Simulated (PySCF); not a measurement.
Ca, charge +1, doublet; PBE0/6-31G (PySCF).

PySCF was given this input:
```python
from pyscf import gto, scf, dft

mol = gto.Mole()
mol.atom = '''
    Ca    0.000000    0.000000    0.000000
'''
mol.basis = '6-31g'
mol.charge = 1
mol.spin = 1
mol.verbose = 4
mol.build()

mf = dft.UKS(mol)
mf.xc = 'pbe0'
mf.kernel()
```

It wrote (shortened):

```
PySCF version 2.14.0

[INPUT] verbose = 4
[INPUT] num. atoms = 1
[INPUT] num. electrons = 19
[INPUT] charge = 1
[INPUT] spin (= nelec alpha-beta = 2S) = 1
[INPUT] symmetry False subgroup None
[INPUT] Mole.unit = angstrom
[INPUT] Symbol           X                Y                Z      unit          X                Y                Z       unit  Magmom
[INPUT]  1 Ca     0.000000000000   0.000000000000   0.000000000000 AA    0.000000000000   0.000000000000   0.000000000000 Bohr   0.0

nuclear repulsion = 0
number of shells = 9
number of NR pGTOs = 70
number of NR cGTOs = 17
basis = 6-31g
ecp = {}

******** <class 'pyscf.dft.uks.UKS'> ********
method = UKS
initial guess = minao
damping factor = 0
level_shift factor = 0
DIIS = <class 'pyscf.scf.diis.CDIIS'>
diis_start_cycle = 1
diis_space = 8
diis_damp = 0
SCF conv_tol = 1e-09
SCF conv_tol_grad = None
SCF max_cycles = 50
direct_scf = True
direct_scf_tol = 1e-13
number electrons alpha = 10  beta = 9
XC library pyscf.dft.libxc version 7.1.2
    S. Lehtola, C. Steigemann, M. J. T. Oliveira, and M. A. L. Marques,  SoftwareX 7, 1–5 (2018)
XC functionals = pbe0
    C. Adamo and V. Barone,  J. Chem. Phys. 110, 6158 (1999)
    M. Ernzerhof and G. E. Scuseria,  J. Chem. Phys. 110, 5029 (1999)
radial grids:
    Treutler-Ahlrichs [JCP 102, 346 (1995); DOI:10.1063/1.469408] (M4) radial grids

becke partition: Becke, JCP 88, 2547 (1988); DOI:10.1063/1.454033
pruning grids: <function nwchem_prune>
grids dens level: 3
symmetrized grids: False
atomic radii adjust function: <function treutler_atomic_radii_adjust>
small_rho_cutoff = 0
Set gradient conv threshold to 3.16228e-05
tot grids = 20424
init E= -677.298435117625

cycle= 1 E= -677.108948715862  delta_E= 0.189  |g|= 0.0456  |ddm|= 0.72
cycle= 2 E= -677.115013637364  delta_E= -0.00606  |g|= 0.00871  |ddm|= 0.539
cycle= 3 E= -677.115142700385  delta_E= -0.000129  |g|= 0.00103  |ddm|= 0.075
cycle= 4 E= -677.115146758563  delta_E= -4.06e-06  |g|= 1.93e-05  |ddm|= 0.0192
cycle= 5 E= -677.115146759137  delta_E= -5.73e-10  |g|= 3.16e-07  |ddm|= 0.000201
Extra cycle  E= -677.115146759138  delta_E= -1.14e-12  |g|= 3.11e-08  |ddm|= 1.18e-06
converged SCF energy = -677.115146759138  <S^2> = 0.75006673  2S+1 = 2.0000667
```
